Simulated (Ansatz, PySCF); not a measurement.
Noncovalent pair: C2H4 (SMILES C=C) (first 6 atoms) with CH4O (SMILES CO); geometry from B3LYP-D3(BJ)/def2-TZVP, rigid monomers moved along the line of their centres of mass till C1···H12 is 4.35 Å.
(charge 0, multiplicity 1):
```xyz
12

C      0.702     0.208     0.024
C     -0.606     0.027    -0.101
H      1.166     1.167    -0.174
H      1.361    -0.596     0.327
H     -1.069    -0.933     0.095
H     -1.266     0.830    -0.406
C     -0.386    -0.625     5.653
O     -0.518     0.695     5.156
H     -1.162    -1.295     5.263
H     -0.493    -0.574     6.736
H      0.595    -1.058     5.425
H     -0.426     0.666     4.195
```

Counterpoise-corrected where a basis set is named; no monomer relaxation.

Frozen-core correlation.

Run with Ansatz (Gaussian orbitals); PySCF for the dispersion terms. Each number belongs to the level named beside it.

PBE/def2-TZVPPD gives -0.41 kcal/mol for the interaction energy.

Question: Predict the shift from PBE, with its sign, for: PBE-D3(BJ)/def2-TZVPPD, r2SCAN/def2-TZVPPD, PBE0/def2-TZVPPD, wB97M-V/def2-TZVPPD, MP2/aug-cc-pVDZ, CCSD(T)/aug-cc-pVDZ.

Answer: PBE-D3(BJ)/def2-TZVPPD -0.15; r2SCAN/def2-TZVPPD 0.01; PBE0/def2-TZVPPD 0.00; wB97M-V/def2-TZVPPD -0.10; MP2/aug-cc-pVDZ -0.09; CCSD(T)/aug-cc-pVDZ -0.07 kcal/mol. 2 of 6 lie above PBE; the widest gap is to PBE-D3(BJ)/def2-TZVPPD.

Ansatz is an electronic-structure program.
